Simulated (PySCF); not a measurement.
**19F chemical shifts**

Calculated, not measured (PySCF): structure optimised with GFN2-xTB, shieldings: GIAO PBE0/pcSseg-1. Single conformer, one averaged value for each set of equivalent atoms, relativity neglected, gas phase.

Shieldings were converted by a linear fit to measured shifts: 19F (scatter 6.0 ppm rms, 7.0 ppm with the 5 outliers that the fit left out vs CFCl3, solution or neat liquid, with a term for F on sp3 carbon). Occasional misses reach two or three times the rms, and more in compound classes unlike the fitted ones.

Give the 19F shifts of `FC[C@@H]1CO[C@H]1C(F)F`, `Fc1oc2ccccc2p1`, `FC(F)[C@H](F)C1COC1`, `CSCC(F)(F)F`.

Results:


```csv
compound,environment,δ (ppm)
[F:1][CH2:2][C@@H:3]1[CH2:4][O:5][C@H:6]1[CH:7]([F:8])[F:9],F9: fluorine of a CF2 group,-131.2
[F:1][CH2:2][C@@H:3]1[CH2:4][O:5][C@H:6]1[CH:7]([F:8])[F:9],F8: fluorine of a CF2 group,-133.5
[F:1][CH2:2][C@@H:3]1[CH2:4][O:5][C@H:6]1[CH:7]([F:8])[F:9],F1: fluorine on an sp3 carbon,-229.9
Fc1oc2ccccc2p1,aryl fluorine,-68.6
[F:1][CH:2]([F:3])[C@H:4]([F:5])[CH:6]1[CH2:7][O:8][CH2:9]1,F1: fluorine of a CF2 group,-123.0
[F:1][CH:2]([F:3])[C@H:4]([F:5])[CH:6]1[CH2:7][O:8][CH2:9]1,F3: fluorine of a CF2 group,-132.1
[F:1][CH:2]([F:3])[C@H:4]([F:5])[CH:6]1[CH2:7][O:8][CH2:9]1,F5: fluorine on an sp3 carbon,-195.9
CSCC(F)(F)F,fluorine of a CF3 group (×3),-67.8
```
